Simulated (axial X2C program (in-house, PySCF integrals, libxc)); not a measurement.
# Spectroscopic constants of VCl⁻

All values were computed with an in-house relativistic program for diatomic molecules. Spin-free means the one-electron spin-free X2C Hamiltonian; two-component (2c) means X2C with spin–orbit coupling and atomic mean-field two-electron Coulomb and Gaunt terms, so the difference of the two also holds small scalar two-electron terms. Basis: V dyall-acv3z [11s11p7d4f2g], Cl dyall-av3z [9s8p3d2f] (cores contracted in-house); Gaussian nuclei, density fitting, unrestricted open shells. Masses: V 50.944 u, Cl 34.969 u.

Input file and command:
```json
{"zs": [23, 17], "q": -1, "bas": ["dyall-acv3z", "dyall-av3z"], "levels": ["PBE0", "HF", "BP86"], "cc": true, "r0": 2.33, "thr": -2.0, "nmax": 90, "npts": 10, "nst": 2, "ntry": 6}
```
```bash
python so2c.py task.json out
```

Keys: zs atomic numbers; q charge; bas basis sets; levels methods; cc coupled cluster on or off; r0 starting distance in Å; thr threshold in hartree for freezing inner shells (an s shell follows its p shell); nmax most natural virtual spinors; npts points on the curve; nst determinants followed; ntry starts of the search. HF also brings MP2.

State, spin-free: M_S = 5/2, Λ = 0 (beyond evenly filled blocks: σα, π+α, π-α, δ+α, δ-α); electrons by block: σα: 11, σβ: 10, π+α: 5, π+β: 4, π-α: 5, π-β: 4, δ+α: 1, δ-α: 1. Fragments: V + Cl-.

State, 2c: Ω = 5/2 (⟨Sz⟩ = 2.50, ⟨Lz⟩ = 0.00 at PBE0); electrons by block: 1/2: 15, -1/2: 15, 3/2: 5, -3/2: 5, 5/2: 1. Fragments: V + Cl-.

| Hamiltonian | level | Re (Å) | ωe (cm⁻¹) | ωexe (cm⁻¹) | αe (cm⁻¹) | μ (D) |
| --- | --- | --- | --- | --- | --- | --- |
| spin-free | PBE0 | 2.377 | 284.9 | 1.84 | 0.00114 | 1.11 |
| spin-free | HF | 2.531 | 245.4 | 1.74 | 0.00109 | 1.25 |
| spin-free | MP2 | 2.427 | 273.4 | 1.71 | 0.00107 | n/a |
| spin-free | BP86 | 2.318 | 302.2 | 1.95 | 0.00122 | 1.47 |
| 2c | PBE0 | 2.377 | 284.7 | 1.84 | 0.00114 | 1.10 |
| 2c | HF | 2.532 | 245.2 | 1.74 | 0.00109 | 1.25 |
| 2c | MP2 | 2.428 | 273.2 | 1.71 | 0.00107 | n/a |
| 2c | BP86 | 2.318 | 302.0 | 1.96 | 0.00122 | 1.47 |

Correlated methods: 13 electrons correlated (number of frozen shells: V 3 s, 2 p; Cl 2 s, 1 p), 295 virtual spin orbitals or spinors in MP2.

Dipoles are positive if Cl is the positive end and refer to the centre of mass.

The state is a single determinant with fixed occupations, the lowest that a limited PBE0 search found. De is not given where an atomic determinant may have missed its ground term or J level, or where the truncated virtual space spoils (T). Density functionals use the spin component along the axis (collinear). Other states lie close and PBE0, whose exact exchange favours high spin, may order them wrongly; the determinant shown need not be the ground state. The nearest other spin-free determinant of the search, M_S = 5/2, Λ = 1, lies 0.14 eV up at the distance of the search. Without a current term, density functionals place determinants with orbital angular momentum somewhat too high. With several unpaired electrons one determinant need not be a pure state. The outer-core s and p shells of the metal are frozen in the correlated rows, which leaves out core–valence correlation; for alkali and alkaline-earth bonds that tends to lengthen them. The highest occupied level of some functionals is positive through self-interaction error; at Hartree–Fock it is bound. This is the top spin component of a Σ state; components of lower Ω are not single determinants and can lie lower.

No reliable constants came from CCSD (2c), CCSD (spin-free), CCSD(T) (2c), CCSD(T) (spin-free): no minimum in range, unconverged points, a curve that is not smooth, a change of character along it, or the two Hamiltonians disagreeing along it.

Rough cost a point (2c) on 1 thread(s) of a shared host, integrals apart: PBE0 1.5 s, HF 0.9 s, BP86 0.7 s.

The whole task took 3.6 min on 1 thread of AMD EPYC 7B13 (Zen 3), on a shared host.
